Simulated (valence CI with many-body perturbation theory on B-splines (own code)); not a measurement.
# F2+ in brief

Level of theory: configuration interaction combined with many-body perturbation theory (CI+MBPT): five valence electrons over a frozen Dirac-Fock core [He], a basis of 9 s, 9 p, 8 d, 6 f, 3 g, 1 h functions for each j, with the one-electron correlation potential Σ1, the two-electron term Σ2, the three-electron term Σ3, Breit, model QED; selected CI, second order for the rest, scaled by the run's own slope (own B-spline code, finite nucleus).

Set against measurement, 49 paired levels are off by 116 cm⁻¹ on average, the worst by 421. These come from a selection out of Moore, Atomic Energy Levels, vol. I, NSRDS-NBS 35 (1971 reprint of NBS Circular 467, 1949), an old analysis. Levels without a partner in it may be off by more. Among the levels kept, up to 1600 cm⁻¹ of a level comes from second order outside the variational space, and about a tenth of that is noise between levels of different J, which matters for small intervals.

Rates and lifetimes use the calculated energies. Strong lines usually hold to 10 to 20 %, long lifetimes can be off by a factor of two.

Task: What is the ground level?

Result: 2s2 2p3 4S°_3/2, composition 98 % 2s2 2p3 4S°, g = 2.002.

Task: What is the ionisation energy?

Result: 62.683 eV; NIST lists 62.708 eV (semi-empirical).

Task: Where does the other parity begin?

Result: At 2s 2p4 4P_5/2, 151959 cm⁻¹.

Task: What are the static dipole polarisabilities of the lowest levels?

Result: 2s2 2p3 4S°_3/2 1.21; 2s2 2p3 2D°_5/2 1.13 (tensor 0.040); 2s2 2p3 2D°_3/2 1.13 (tensor 0.032); 2s2 2p3 2P°_1/2 1.06 bohr³, of which the core gives 0.00161.

Task: Name the longest-lived excited levels whose lifetime is computed, and their main decay.

Result: 2s2 2p3 2D°_5/2 at 34300 cm⁻¹ lives 5290 s, mostly by E2 to 2s2 2p3 4S°_3/2; 2s2 2p3 2D°_3/2 at 34334 cm⁻¹ lives 900 s, mostly by M1 to 2s2 2p3 4S°_3/2.

Task: How well does LS coupling describe the low levels?

Result: Among the lowest 20 levels the leading LS term, summed over configurations, holds 100 % on average. For single configurations the figures are 95 % in LS and 64 % in jj coupling. Terms hardly mix: every one of these levels is at least 95 % one term.

Task: Among levels below 405748 cm⁻¹, which E1 lines absorb most strongly from the ground level?

Result: to 2s2 2p2 3d 4P_5/2 at 25.59 nm, f = 0.317; to 2s2 2p2 3d 4P_3/2 at 25.58 nm, f = 0.221; to 2s 2p4 4P_5/2 at 65.81 nm, f = 0.126.
